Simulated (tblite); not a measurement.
Write Cartesian coordinates for `[SiH3]OC1=CCC[CH]1` [radical] as optimised with GFN2-xTB. (Doublet state.)

```xyz
16
C5H9OSi angstrom
Si     2.9201   -0.1664   -0.3594
O      1.4858    0.3454   -0.9235
C      0.2264    0.2055   -0.4673
C     -0.1573   -0.4614    0.6793
C     -1.6365   -0.3959    0.8457
C     -2.1189    0.4145   -0.3730
C     -0.8707    0.7364   -1.1211
H      3.7809    0.3795   -1.3958
H      3.1935    0.3849    0.9701
H      2.9662   -1.6285   -0.2776
H      0.5022   -0.9601    1.3632
H     -1.9105    0.0876    1.7885
H     -2.0787   -1.3968    0.8683
H     -2.6466    1.3242   -0.0710
H     -2.8147   -0.1605   -0.9914
H     -0.8488    1.3005   -2.0331
```

Any rigid rotation of these coordinates is as good. Atoms count from 1 in this order. C3 (carbon bonded to 2 C and O) is planar (angles 126.2°, 122.8° and 110.9°, sum 360.0°, 0.00 Å off the plane of its three neighbours). Of the pairs four or more bonds apart, Si1···H11 is among the closest relative to their van der Waals radii: 3.07 Å, 93 % of the sum of Bondi's values. C4 (carbon bonded to 2 C and H) is planar (angles 125.7°, 124.0° and 110.3°, sum 360.0°, 0.00 Å off the plane of its three neighbours). The 7 heavy atoms lie in one plane (0.000 Å rms).

Bonds between heavy atoms (Å): Si1–O2 1.624, O2–C3 1.347, C3=C4 1.381, C4–C5 1.490, C5–C6 1.541, C6–C7 1.490, C3–C7 1.383.

The geometry is computed with GFN2-xTB (gas phase). This method treats the open shell by occupation alone, without spin polarisation.

Point group: Cs (every atom within 0.08 Å of its image). Its GFN2-xTB frequencies are all real (lowest 56 cm⁻¹). Torsions: Si1–O2–C3–C4 0°.

One conformer stands for the species.
